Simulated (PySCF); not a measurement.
Low-lying terms of Ta⁵⁺ (tantalum, charge +5)

Ground state [Xe] 4f14, ¹S. Computed with PySCF 2.14 in def2-TZVPPD with one added diffuse shell each of s, p, d, f type with the def2 core potential (60 electrons) (7s6p4d3f1g, 75 functions), with scalar relativity through the core potential. Vertical excitation energies in eV without spin-orbit coupling; excited terms of each kind are numbered among those the solver found. Frozen: nothing.

```csv
term,leading excitation,EOM-EE-CCSD
1 3P°,5p → d,37.393
1 3F°,5p → d,38.709
1 1D°,5p → d,40.654
1 3D°,5p → d,40.814
1 1F°,5p → d,41.024
1 1P°,5p → d,49.267
1 3S,5p → p,56.964
1 3D,5p → p,58.147
1 1D,5p → p,58.538
1 1P,5p → p,58.862
1 3P,5p → p,58.928
1 1S,5p → p,60.281
2 3D,5p → f,68.813
1 1G,5p → f,69.785
```

The spin-orbit splitting of the hole, absent here, rivals or exceeds the spacing of these terms, so the LS terms are model states.

The 4f shell lies in the core potential, so 4f excitations, among the lowest in this ion, cannot appear.

The solver can miss terms.
